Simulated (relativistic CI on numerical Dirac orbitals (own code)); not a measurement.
## Pb¹²⁺: sensitivity of the levels to the model

Base calculation: Dirac-Coulomb-Breit CI, KLI orbitals optimised for each configuration, model QED (radiative potential, 1s self-energy scaled to tabulated hydrogen-like ionisation energies), unscaled Slater integrals.

Configuration list (outside the closed core [Kr] 4d10 4f14): 5s2 5p6 5d2, 5s2 5p6 5d 5f, 5s2 5p6 5d 6s, 5s2 5p5 5d3, 5s2 5p6 5f2, 5s2 5p6 6s2, 5s2 5p6 5d 6p, 5s2 5p6 5d 5g, 5s 5p6 5d3, 5s2 5p6 6s 6p, 5s2 5p6 5f 6s, 5s2 5p5 5d2 5f, 5s2 5p6 5d 6d, 5s2 5p6 6p2, 5s2 5p6 5f 6p. Double excitations out of closed p, d and f shells are left out; levels of such configurations are missing from the list, as are those of other unlisted configurations, and high levels can miss mixing partners. Some configurations lack a partner that the ground configuration has and come out too high, among them 5s2 5p5 5d2 5f.

Variants: (1) valence Slater integrals scaled by 0.9; (2) non-relativistic limit. Shifts of the energy above 5s2 5p6 5d2 3F_2, in cm⁻¹, for the lowest level and the first level of each name with at least 55 % of one term (blank where a level changes its place among those of its configuration and J or its character, or is not in the variant):

```
              Level    Base   Δ(1)    Δ(2)
   5s2 5p6 5d2 3F_2       0      0       0
   5s2 5p6 5d2 3P_0   26399  -2161   -8950
   5s2 5p6 5d2 3F_3   26996   +283  -26996
   5s2 5p6 5d2 3F_4   42091   -674  -42091
   5s2 5p6 5d2 3P_1   44951  -1385  -27502
   5s2 5p6 5d2 1G_4   67617  -1108  -43026
   5s2 5p6 5d2 1S_0  113573  -5897  -44217
 5s2 5p6 5d 6s 3D_1  422211  -2627  +98970
 5s2 5p6 5d 6s 3D_2  425139  -2831  +96043
 5s2 5p6 5d 6s 3D_3  453725  -2567  +67457
 5s2 5p6 5d 6s 1D_2  460346  -3216  +67328
  5s2 5p5 5d3 5D°_0  534394  +2205  -51018
5s2 5p6 5d 6p 3D°_1  563613  -3162        
  5s2 5p5 5d3 3P°_0  575009   -910  -58744
  5s2 5p5 5d3 3I°_7  606659   -378  -72720
  5s2 5p5 5d3 3F°_4  607276   -565
```

At this charge transitions that keep the count of f electrons are usually good to a few per cent. Terms inside the open d or f shell come out 10 to 20 % too wide with unscaled integrals. Levels and lines within the n = 5 or 6 shells can be off by up to 10 % or somewhat more, and those that change n by about 2 %, since core polarisation is missing. Levels that differ in their count of f electrons can be misplaced by several ten thousand cm⁻¹, since the correlation energy of f electrons is missing or only estimated; rates across such gaps can be off by orders of magnitude.

Ionisation energy from one configuration of each of the two ions, the ground ones as tabulated or assumed: base 224.453 eV; valence Slater integrals scaled by 0.9 224.335 eV. The NIST ASD value (theoretical) is 224 ± 3 eV.

LS names give the leading component of a level, which can be under half, so a name can repeat, a term be missing and a line seem to break the LS rules.
